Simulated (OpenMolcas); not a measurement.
# Pt3+ in a point-charge field

Pt3+ among 6 point charges of -1.7 e arranged as a trigonal antiprism (D3d), 1.73 Å from the ion, with a polar angle of 61.9° against the regular 54.74°.

- Program: OpenMolcas 26.06
- Method: SS-CASPT2, IPEA 0.25 Eh, imaginary shift 0.1 Eh (closed shells correlated: 5s 5p)
- Basis: ANO-RCC-VDZP [7s6p4d2f]
- Scalar Hamiltonian: DKH2, point nucleus
- Active space: 7 electrons in 5 orbitals (5d)
- State averaging: 2S+1 = 4 even, 10 roots; 2S+1 = 2 even, 40 roots
- Spin-orbit coupling: RASSI with atomic mean-field integrals over the reference wave functions

The lowest spin-free states (labels of D3, the rotations of D3d), above the lowest:

```tsv
State	Degeneracy	E (cm-1)	Free-ion L (%)
2E	2	0	H (38)
4E	2	47	F (74)
4A2	1	12810	F (100)
2E	2	13990	H (56)
2A1	1	16180	G (43)
2E	2	16640	G (30)
2A2	1	17160	G (50)
4E	2	18200	F (88)
2A2	1	23750	P (54)
2E	2	26850	G (48)
2E	2	29840	D (44)
2E	2	32220	H (59)
4A1	1	32460	F (100)
2A1	1	34550	D (55)
2A2	1	34630	H (58)
2A1	1	35160	G (71)
2E	2	35810	H (49)
4E	2	37340	P (62)
4A2	1	40030	F (57)
2A1	1	43970	G (37)
```

The lowest levels with spin-orbit coupling:

| E (cm-1) | Degeneracy | Label | 2S+1 | g |
| --- | --- | --- | --- | --- |
| 0 | 2 | E3/2 | 2 (62 %) | 0.00 0.00 2.05 |
| 1500 | 2 | E1/2 | 4 (60 %) | 0.14 0.14 5.19 |
| 5660 | 2 | E1/2 | 4 | 1.28 1.28 7.03 |
| 7300 | 2 | E1/2 | 4 (89 %) | 0.07 0.08 1.86 |
| 9910 | 2 | E3/2 | 4 (63 %) | 0.00 0.00 3.28 |
| 13050 | 2 | E1/2 | 2 (53 %) | 0.40 0.40 5.60 |
| 17570 | 2 | E3/2 | 2 (72 %) | 0.00 0.00 0.69 |
| 18500 | 2 | E1/2 | 2 (55 %) | 1.29 1.35 1.35 |
| 19300 | 2 | E3/2 | 4 (54 %) | 0.00 0.00 2.84 |
| 19600 | 2 | E1/2 | 4 (52 %) | 0.99 1.19 1.19 |
| 21080 | 2 | E1/2 | 4 (54 %) | 0.42 0.42 1.08 |
| 23080 | 2 | E1/2 | 2 (68 %) | 0.73 0.73 2.35 |
| 24450 | 2 | E1/2 | 2 (84 %) | 0.12 0.12 1.24 |
| 25200 | 2 | E3/2 | 2 (55 %) | 0.00 0.00 5.78 |
| 28980 | 2 | E1/2 | 4 (73 %) | 0.61 0.61 2.73 |
| 29550 | 2 | E1/2 | 2 (76 %) | 2.15 2.15 3.17 |
| 30060 | 2 | E3/2 | 4 (53 %) | 0.00 0.00 2.83 |
| 30120 | 2 | E1/2 | 4 (51 %) | 0.39 0.40 3.92 |
| 32000 | 2 | E1/2 | 2 (54 %) | 0.00 0.00 2.78 |
| 33080 | 2 | E3/2 | 2 (56 %) | 0.00 0.00 3.67 |

Powder χT (cm3 K/mol): 0.133 at 2 K, 0.14 at 10 K, 0.177 at 50 K, 0.222 at 100 K, 0.313 at 200 K, 0.404 at 300 K. The effective moment at 300 K is 2.828 √(χT) = 1.80 μB.

Roots that are degenerate in the reference are averaged as groups; the widest CASPT2 spread within a group is 210 cm-1 (the 2-fold group of multiplicity 2 near 48600 cm-1 above the lowest state of its run). Shifts and gaps below about the spread of the groups concerned are not significant. Spin-orbit coupling mixes the spin-free states strongly: the lowest level takes only 53 % from its leading state, 2E. An orbital doublet at a regular site is open to a Jahn-Teller distortion, which this geometry leaves out. This shell can be high or low spin here, a state of another spin lies low, and with metal d orbitals alone active their balance is uncertain, so the ground spin may be wrong, although the usual error favours high spin. Free-ion shares, where given, are those of the reference states; single-state CASPT2 does not remix them. This is an electrostatic model: the charges have no orbitals. No measured value stands beside these numbers.
